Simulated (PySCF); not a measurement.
Computed shifts of a molecule FH8NSi3, PBE/pcSseg-1 run with PySCF, GIAO, gas phase, equivalent atoms averaged, in ppm (number of nuclei): ²⁹Si: 12.1 (1), -39.6 (1), -113.7 (1). ¹⁹F: -262.8 (1). ¹⁵N: 16.3 (1). ¹H: 6.37 (2), 5.94 (1), 5.51 (1), 4.17 (1), 4.07 (1), 0.50 (1), 0.07 (1). References: ²⁹Si against TMS (σ = 335.4 ppm); ¹⁹F against CFCl3 (σ = 133.6 ppm); ¹⁵N against NH3 (σ = 267.0 ppm); ¹H against TMS (σ = 31.49 ppm), references at their B3LYP-D3(BJ)/def2-TZVP geometries, non-relativistic. The structure is a stationary point at PBE-D3(BJ)/def2-SVP. The values are those of a single conformer.

Which molecule gave these data?
A) N[SiH2][SiH2][SiH2]F
B) F[SiH2][SiH2]N[SiH3]
C) F[SiH2]N[SiH2][SiH3]
D) N[Si@H](F)[SiH2][SiH3]

A, N[SiH2][SiH2][SiH2]F
